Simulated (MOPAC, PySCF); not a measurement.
Homolysis of single bonds, series acetyl-X. Gas-phase values, no solvent. One relaxed conformer stands for each flexible species; it need not be the lowest. Strings in code marks are SMILES.

Quantity: electronic energy of isomers of C2NO, doublet states, relative to `N#C[C]=O`, in kcal/mol. Semi-empirical values (MOPAC) are differences of heats of formation.

Level 1: BP86/6-31G* // PBE-D3(BJ)/def2-TZVP (PySCF)
Level 2: M06-2X/6-31G* // PBE-D3(BJ)/def2-TZVP (PySCF)
Level 3: PBE/6-31G* // PBE-D3(BJ)/def2-TZVP (PySCF)
Level 4: PM7 // PBE-D3(BJ)/def2-TZVP (MOPAC)

| species | level 2 | level 3 | level 4 |
|---|---|---|---|
| `[C-]#[N+][C]=O` | 14.6 | 19.0 | 1.74 |

### Question
What does level 1 give for each?

### Answer

- `[C-]#[N+][C]=O`: 18.4
